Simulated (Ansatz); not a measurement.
Mulliken charges of `N=C1S[SiH]1O` from ωB97M-V/def2-TZVPP in Ansatz (PBE0-D4/def2-TZVP geometry).

```csv
atom,x (Å),y (Å),z (Å),charge (e)
N1,0.191,1.674,1.393,-0.220
C2,0.220,0.566,0.812,-0.056
S3,-0.008,-1.093,1.554,-0.128
Si4,0.323,-0.715,-0.485,0.441
O5,-0.832,-0.973,-1.603,-0.362
H6,0.347,2.432,0.729,0.137
H7,1.598,-1.091,-1.118,-0.006
H8,-1.747,-0.856,-1.338,0.193
```

Question: By hand: the dipole of these point charges (1 e Å = 4.8032 D).

Answer: Σ q r = (0.091, -0.049, -0.336) e Å, of length 0.352 e Å = 1.69 D.

Question: How does the dipole of the full density compare? (Best estimate.)

Answer: The calculation gave: (-0.119, -0.036, -0.523) e Å, 2.58 D; the point charges give 0.66 times that, at 28° from its direction.

Point charges leave out the atoms' own dipoles, such as those of lone pairs, and Mulliken's split depends on the basis, so the two needn't agree.
